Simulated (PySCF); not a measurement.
Geometries of 2 isomers of C3H6F2Si, from PBE0-D3(BJ)/def2-SVP geometry optimisation, gas phase in PySCF. One conformer each, no zero-point energy, no frequencies.

Question: Which is lower in electronic energy at this level?
A.
```xyz
12
angstrom
F     -1.169   -0.648    1.483
C     -1.483   -0.259    0.218
F     -2.096   -1.298   -0.390
C     -0.245    0.131   -0.523
C      0.762    1.047    0.189
Si     1.416   -0.656   -0.184
H     -2.219    0.563    0.305
H     -0.460    0.384   -1.568
H      0.537    1.254    1.241
H      1.112    1.929   -0.356
H      1.571   -1.630    0.920
H      2.316   -0.843   -1.348
```
B.
```xyz
12
angstrom
F      1.251   -0.320   -1.677
C      1.055   -0.490   -0.314
C     -0.370   -0.994   -0.054
C     -1.126    0.347   -0.074
F     -2.256    0.387    0.694
Si     0.516    1.177    0.478
H      1.862   -1.126    0.080
H     -0.714   -1.766   -0.762
H     -0.426   -1.411    0.966
H     -1.388    0.622   -1.111
H      0.987    2.462   -0.118
H      0.664    1.181    1.963
```

Answer: A. That is `C(F)(F)[C@H]1C[SiH2]1`, 6.7 kcal/mol below the other.

```csv
SMILES,atoms numbered as above,E (Eh),relative (kcal/mol),relative (kJ/mol),dipole (D)
FC(F)[C@H]1C[SiH2]1,[F:1][CH:2]([F:3])[C@H:4]1[CH2:5][SiH2:6]1,-606.29414,0.0,0.0,1.96
F[C@@H]1C[C@@H](F)[SiH2]1,[F:1][C@@H:2]1[CH2:3][C@@H:4]([F:5])[SiH2:6]1,-606.28350,6.7,27.9,1.17
```

As drawn, the lower has a three-membered ring and two fluorines on one carbon, which the higher lacks; the higher has a four-membered ring, which the lower lacks.
